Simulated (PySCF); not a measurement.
Towards the basis-set limit for HgBr

State: ²Σ⁺, doublet, unpaired electrons σ ↑. De refers to Hg + Br. ROHF-based CCSD(T) in PySCF 2.14 with Hg aug-cc-pVDZ-PP with ECP60, Br aug-cc-pVDZ-PP with ECP10 and Hg aug-cc-pVTZ-PP with ECP60, Br aug-cc-pVTZ-PP with ECP10 (frozen core orbitals: 13; scalar-relativistic core potentials). Correlation energies are extrapolated as n⁻³ (n = 2, 3), Hartree–Fock as (n+1)·exp(−9√n).

| Level | Re (Å) | ωe (cm⁻¹) | ωexe (cm⁻¹) | αe (cm⁻¹) | De (eV) |
| --- | --- | --- | --- | --- | --- |
| CCSD(T)/DZ | 2.5745 | 169.2 | 1.12 | 0.000261 | 0.591 |
| CCSD(T)/TZ | 2.5439 | 178.2 | 1.04 | 0.000246 | 0.683 |
| HF/CBS | 2.5298 | 206 | n/a | 0.000155 | 0.520 |
| MP2/CBS | 2.4768 | 205 | n/a | n/a | 0.580 |
| CCSD/CBS | 2.5291 | 186 | n/a | 0.000231 | 0.660 |
| CCSD(T)/CBS | 2.5350 | 181.0 | 1.02 | 0.000242 | 0.721 |

How much is left between CCSD(T)/TZ and the basis-set limit, and how much do the triples give at the limit?

CCSD(T)/CBS less CCSD(T)/TZ: -8.9 mÅ in Re, +2.8 cm⁻¹ in ωe and +0.038 eV in De. CCSD(T)/CBS less CCSD/CBS: +5.9 mÅ in Re, -4.6 cm⁻¹ in ωe and +0.061 eV in De.

The T1 diagnostic is 0.040, large enough to doubt a single reference. The state was picked by a PBE0 search and need not be the measured ground state. Spin–orbit coupling, excitations beyond (T) and corrections to the Born–Oppenheimer picture are left out, and spin–orbit coupling matters for open p, d or f shells this heavy.

The whole job (state search and all basis sets along the bond) took about 34 min on 4 threads of Arm Neoverse V1 (shared host), peak memory 15 GiB.
